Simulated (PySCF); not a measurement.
# Worked example: chemical shift, span and skew from a shielding tensor

CH3F5Si2, SMILES C([Si](F)(F)F)[SiH](F)F. Atoms are numbered in the order given.

```xyz
11

Si    -1.7423     0.1814     0.1022
F     -1.3700     1.6045    -0.5706
F     -3.0476    -0.3803    -0.6689
C     -0.3214    -0.9862    -0.1917
Si     1.3375    -0.2715     0.1634
F      2.3813    -1.3843     0.6654
F      1.2266     0.8291     1.3326
F      1.9759     0.4414    -1.1227
H     -2.0857     0.3853     1.5206
H     -0.4650    -1.8844     0.4336
H     -0.3489    -1.3140    -1.2452
```

The structure is a stationary point at B3LYP-D3(BJ)/def2-SVP. The structure was generated by enumeration, and PubChem lists no compound with its InChIKey, so it may never have been made. One conformer was computed; it need not be the lowest.

GIAO shieldings from B3LYP/pcSseg-1 (PySCF), non-relativistic, no solvent. The symmetric part of the tensor of C4 has the principal values 167.9, 185.2, 191.8 ppm. The same nucleus in TMS has σ = 181.3 ppm at this level (PySCF, at its B3LYP-D3(BJ)/def2-TZVP geometry).

Problem. Work out the isotropic shielding, the ¹³C shift against TMS, the span and the skew.

Solution. 
σ(iso) = (σ11 + σ22 + σ33)/3 = 181.6 ppm. δ = σ(ref) − σ(iso) = 181.3 − (181.6) = -0.3 ppm.
Span Ω = σ33 − σ11 = 23.9 ppm. Skew κ = 3(σ(iso) − σ22)/Ω = -0.45. Tumbling in solution averages the tensor to δ; in a static solid the shielding alone would spread this spin-1/2 line over Ω.
